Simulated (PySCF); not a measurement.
## How methods differ on the ionisation energy of Si²⁺

Si²⁺ [Ne] 3s2 (1S) → Si³⁺ [Ne] 3s1 (2S), as a difference of total energies. All numbers are calculated (PySCF 2.14, the spin-free X2C one-electron Hamiltonian (Gaussian nucleus), in jorge-DZP-DKH (7s4p1d, 24 functions)). Correlated levels: valence: [Ne] frozen. The calculations carry no spin-orbit coupling.

```
           method  ionisation energy (eV)
              UHF                  32.019
            M06-L                  33.355
            B3LYP                  33.636
    MP2 (valence)                  32.801
SCS-MP2 (valence)                  32.957
   CCSD (valence)                  33.194
```

Problem. How much does correlation contribute at MP2 (valence)?

Solution. 32.801 − (32.019) = 0.782 eV, measured against UHF.

Errors of the correlated levels include the incompleteness of this basis and the frozen core.

With two correlated electrons CCSD is exact in that space.

For comparison: 33.493 eV (measured; NIST Atomic Spectra Database, ionization energies).
